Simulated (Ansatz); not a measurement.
`[CH3][Sn][SH]` and `[CH3][Sn][F]` differ in one atom or group.

Ansatz, PBE0-D4/def2-TZVP geometries, multiplicity 1. Each molecule was computed in one conformer, which needn't be the lowest.

Elements past krypton have def2 core potentials.

| property | `[CH3][Sn][SH]` |
| --- | --- |
| HOMO energy (ωB97M-V/def2-TZVPP) / eV | -8.62 |
| HOMO–LUMO gap (B3LYP/def2-TZVPP) / eV | 3.78 |
| ideal-gas entropy at 298 K and 1 bar (rigid rotor, harmonic PBE0-D4/def2-TZVP) / J/(mol·K) | 327 |
| zero-point energy (PBE0-D4/def2-TZVP) / kJ/mol | 116.0 |
| HOMO energy (PBE/def2-TZVPP) / eV | -5.60 |
| HOMO–LUMO gap (ωB97M-V/def2-TZVPP) / eV | 7.95 |

(1) Give the same properties after the change, and the shifts. (Best estimate.)

Results:

(1) The calculation gave: 
```
                                                                                  property  `[CH3][Sn][F]`  shift
                                                     HOMO energy (ωB97M-V/def2-TZVPP) / eV           -8.74  -0.12
                                                     HOMO–LUMO gap (B3LYP/def2-TZVPP) / eV            3.71  -0.07
ideal-gas entropy at 298 K and 1 bar (rigid rotor, harmonic PBE0-D4/def2-TZVP) / J/(mol·K)             315    -12
                                            zero-point energy (PBE0-D4/def2-TZVP) / kJ/mol            94.8  -21.2
                                                         HOMO energy (PBE/def2-TZVPP) / eV           -5.60   0.00
                                                   HOMO–LUMO gap (ωB97M-V/def2-TZVPP) / eV            7.98   0.03
```

The zero-point energy changes by -21.2 kJ/mol with -3 modes. Modes under 60 cm⁻¹, often nearly free rotors, make the harmonic entropy too high.

B3LYP here is the variant with VWN-RPA as its local correlation; programs differ in this.
